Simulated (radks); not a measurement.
Question: Bi IV, 80 electrons, occupied as [Xe] 4f13.5 5d10 6p2.5 (fractional occupations, a model configuration). All-electron calculation, scalar-relativistic Kohn-Sham, PBE, spin-polarised, spherical densities, finite nucleus; open shells are filled with parallel spins first (spin-orbit coupling, left out, can overturn this in heavy ions); Fermi nuclear charge, rms radius 5.5211 fm. Program: a radial shooting solver on a logarithmic mesh with Libxc functionals. Some entries of the table are withheld. Estimate them.

orbital  occ.  eigenvalue (eV)  <r> (bohr)
1s up       1        -90659.99     0.01580
1s down     1        -90659.94     0.01580
2s up       1        -16326.31     0.06649
2s down     1        -16326.28     0.06649
2p up       3        -13978.09     0.06055
2p down     3        -13978.04     0.06055
3s up       1        -3975.290      0.1716
3s down     1        -3974.818      0.1716
3p up       3        -3304.007      0.1737
3p down     3        -3303.518      0.1737
3d up       5        -2628.089      0.1575
3d down     5        -2627.709      0.1575
4s up       1        -945.2420      0.3767
4s down     1        -944.4781      0.3767
4p up       3        -724.7777      0.4018
4p down     3        -724.0434      0.4019
4d up       5        -472.4516      0.4212
4d down     5        -471.7272      0.4213
4f up       7        -194.9023      0.4373
5s up       1              (1)      0.8252
5s down     1              (2)      0.8255
4f down   6.5        -194.1412      0.4376
5p up       3        -132.1715      0.9377
5p down     3        -131.8257      0.9370
5d up       5         -61.7070       1.190
5d down     5         -61.1191       1.180
6p up     2.5              (3)       2.373
6p down     0              (4)       2.363

Answer: 
(1) 5s up eigenvalue (eV): -194.8623
(2) 5s down eigenvalue (eV): -194.4717
(3) 6p up eigenvalue (eV): -31.3565
(4) 6p down eigenvalue (eV): -29.0036
